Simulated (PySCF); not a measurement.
# What a mistake does to a calculation on GeH5O2Si

Calculated results; nothing here was measured. They come from PySCF 2.14.0, an open-source quantum chemistry program, on an isolated molecule that a program drew, which may never have been made. The molecule is GeH5O2Si (charge 0, doublet), drawn as the SMILES string `O[SiH](O)[GeH2]`.

Each row is a Hartree-Fock (HF) and frozen-core CCSD(T) single point in the cc-pV(D+d)Z basis, meant for a local HF minimum. Run 1 is clean. Each other run has one planted mistake out of seven kinds, and not every kind appears here: one electron removed, one electron added, multiplicity raised by two, geometry at a saddle point, minimal basis STO-3G, one bond length entered in bohr, all coordinates scaled. The reference is restricted for singlets and unrestricted otherwise, and also for a bond in bohr. Adding or removing an electron swaps singlet and doublet. Electrons count all cores. HOMO and LUMO are orbital energies over both spins, the gradient is its largest component, and the lowest frequency (negative if imaginary) is given only where the gradient is small. Bond lengths are over the 8 bonds as drawn. T1 is the CCSD diagnostic: over 0.02 (restricted) or 0.045 (unrestricted) a single reference is doubtful. Germanium has the cc-pVDZ-PP basis, with a core potential (ECP10MDF) in place of its 10 inner electrons, and its 3s, 3p and 3d shells are frozen in CCSD(T).

Geometry of the clean run:
```xyz
9
GeH5O2Si, angstrom
O    -1.1758    1.0218   -0.1031
Si   -1.6836   -0.3137    0.7156
O    -0.9059   -1.6919    0.2618
Ge   -1.0800    0.0449    2.9843
H    -1.5442    1.2232   -0.9501
H    -3.1314   -0.4902    0.4481
H    -1.1667   -2.1426   -0.5273
H    -1.3944   -1.1336    3.9151
H    -1.6503    1.3339    3.5906
```

| run | electrons | basis functions | <S^2> | HOMO (eV) | LUMO (eV) | gradient (hartree/bohr) | lowest frequency (cm^-1) | mean bond (Å) | longest bond (Å) | T1 | HF (hartree) | CCSD(T) (hartree) | mistake |
|---|---|---|---|---|---|---|---|---|---|---|---|---|---|
| 1 | 67 | 99 | 0.757 | -8.37 | 1.09 | 2.3e-05 | 50 | 1.5138 | 2.375 | 0.0129 | -735.02293 | -735.62611 | no fault |
| 2 | 66 | 99 | 0.000 | -16.98 | -6.76 | 6.8e-02 | - | 1.5138 | 2.375 | 0.0146 | -734.74496 | -735.33986 | one electron removed |
| 3 | 68 | 99 | 0.000 | -0.50 | 8.11 | 5.7e-02 | - | 1.5138 | 2.375 | 0.0126 | -735.01002 | -735.64182 | one electron added |
| 4 | 67 | 99 | 1.624 | -7.91 | 0.67 | 6.4e-03 | - | 1.6844 | 2.900 | 0.0356 | -734.92842 | -735.51764 | ? |

**Which mistake was planted in run 4, and what did it cost?**

The mean bond changes by a factor of 1.113 and the longest by 1.221, so the molecule wasn't scaled as a whole. A length L in bohr read as angstrom grows by (1/0.5292 - 1) L = 0.890 L. The 8 bonds together grew by 8 x 0.1706 = 1.365 Å, which gives L = 1.534 Å. That is the length of one of the Ge-H bonds, 1.534 Å in the clean geometry. So the mistake is: one bond length entered in bohr. Subtracting run 1 and multiplying by 627.51 kcal/mol a hartree, the energy moved by 59.3 kcal/mol in HF and 68.1 kcal/mol in CCSD(T).

